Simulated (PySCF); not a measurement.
**V⁺: excitation energy**

V⁺ [Ar] 3d4 (5D) → V⁺ [Ar] 3d3 4p1 (high-spin determinant), as a difference of total energies. Computed with PySCF 2.14 in x2c-QZVPPall (11s7p5d3f2g, 96 functions), with scalar relativity by spin-free X2C-1e. Correlated levels: valence: [Ar] frozen. The calculations carry no spin-orbit coupling.

```
           method  excitation energy (eV)
              UHF                   3.453
    MP2 (valence)                   4.040
SCS-MP2 (valence)                   3.649
   CCSD (valence)                   4.036
CCSD(T) (valence)                   4.042
```

Problem. How much does correlation contribute at CCSD(T) (valence)?

Solution. 4.042 − (3.453) = 0.589 eV, measured against UHF.

The basis was made for the ground configuration and has no added diffuse functions, so the excitation energy can come out too high.

The determinant of the upper state mixes LS terms, which raises its energy above the lowest term, most at the Hartree-Fock and MP2 levels.
